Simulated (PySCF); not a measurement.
Calculated NMR data

One conformer, averaged over atoms made equivalent by symmetry, fast rotation or ring inversion, non-relativistic Hamiltonian, no solvent. Structure optimised with GFN2-xTB; shielding tensors at PBE0/pcSseg-1 (GIAO); PySCF.

Shifts are taken against calculated references (same method and geometry level): ¹H (σ = 31.72 ppm), ¹³C (σ = 186.93 ppm) against TMS. Splittings of carbon signals by F and P are missing where no couplings were computed. Where no couplings were computed, multiplicities follow the n + 1 count of equivalent neighbours, and m marks all less simple cases (inequivalent or close neighbours, rings, F or P nearby). Shifts are as computed. Against solution values, carbons near 30 ppm lie about +3 ppm off and those near 130 ppm about +5 ppm. Of 1211 compounds with measured shifts, 218 miss one by over three times the rms of a fit or turn the order of signals round; such compounds aren't used in these exercises. OH and NH positions are gas-phase values without hydrogen bonding to other molecules.

Compound 1 (C6H11OP). ¹H NMR (500 MHz, computed): δ 7.35 (m, 1H), 6.22 (m, 1H), 5.86 (m, 1H), 5.50 (m, 1H), 3.11 (m, 1H), 2.55 (m, 1H), 1.99 (m, 1H), 1.30 (m, 3H), 1.21 (m, 1H). ¹³C{¹H} NMR (computed): δ 143.4, 124.0, 67.5, 44.2, 26.1, 23.8. Structure: `[P@H]1(=O)[C@H](C=C)[C@@H](C)C1`.

Compound 2 (C5H11NO2Si). ¹H NMR (500 MHz, computed): δ 6.32 (m, 1H), 6.18 (m, 1H), 5.80 (m, 1H), 4.50 (m, 2H), 4.40 (m, 2H), 2.78 (m, 1H), 1.30 (m, 1H), 0.68 (br s, 2H). ¹³C{¹H} NMR (computed): δ 145.0, 141.0, 68.6, 34.9. Structure: `C=C[Si]1(N)OCCCO1`.
